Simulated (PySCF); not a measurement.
Computed with TPSSh-D3(BJ)/def2-TZVP // PBE-D3(BJ)/def2-SVP (PySCF). Isolated molecules, 0 K electronic values unless said otherwise. One relaxed conformer stands for a flexible species; it need not be the lowest. 

Reference species: [Ta(F)5] (neutral, multiplicity 1).

```yaml
charge on the central atom (Mulliken): 1.76 e
mean_distance_from_the_central_atom_to_its_bonded_neighbours: 1.881 Å
```

Changed species: [Ta(F)2(NH2)3] (3 of 5 F replaced by NH2; the reference has 0 of 5 F replaced by NH2).

Give the shifts of the charge on the central atom (Mulliken) and mean distance from the central atom to its bonded neighbours.

the charge on the central atom (Mulliken) falls by 0.24 e, to 1.52 e; the mean distance from the central atom to its bonded neighbours increases by 0.089 Å, to 1.970 Å.
